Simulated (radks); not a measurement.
Numerical settings for the chromium ion Cr2+, [Ar] 3d4. All-electron calculation, scalar-relativistic Kohn-Sham, PBE, spin-polarised, spherical densities, point nucleus; open shells are filled with parallel spins first. Program: a radial shooting solver on a logarithmic mesh with Libxc functionals. The defaults (mesh step 0.008 in ln r, mesh end at 40 bohr or more with all orbitals vanishing there, Anderson mixing 0.5 over 9 steps, residual threshold near 1e-9 with the energy settled to 1e-9 hartree or 1e-11 of itself, here a cap of 61 iterations) give E = -1049.8221 hartree and 3d at -24.157 eV in 15 iterations. Run on one thread of a shared host, so times are rough (Arm Neoverse V2): 0.13 s of CPU time, 0.13 s wall, 15 iterations on 2476 mesh points. Changes against that run (0 stands for a change within the tolerance of the run):

setting                    iterations  converged  E (mhartree)  e(3d) (meV)  CPU (s)
mesh step in ln r 0.012            15        yes             0            0     0.09
mesh step in ln r 0.02             15        yes             0            0     0.06
mesh step in ln r 0.003            15        yes             0            0     0.33
mesh end (bohr) 20                 15        yes             0            0     0.13
mesh end (bohr) 12                 15        yes             0            0     0.13
residual threshold 0.1             10        yes             0       +0.328      0.1
residual threshold 1e-16           61         no             0            0     0.27
mixing 1.5                         14        yes             0            0     0.12
linear mixing, mixing 0.5          30        yes             0            0     0.21
linear mixing, mixing 1            61         no     +4.36e+03    -6.66e+04     0.94
mixing history 3                   17        yes             0            0     0.14
iteration cap 3                     3         no         +16.2    -1.09e+03     0.04

No run marked as converged misses the energy by more than 1 mhartree. A mesh that ends early acts as a hard wall.
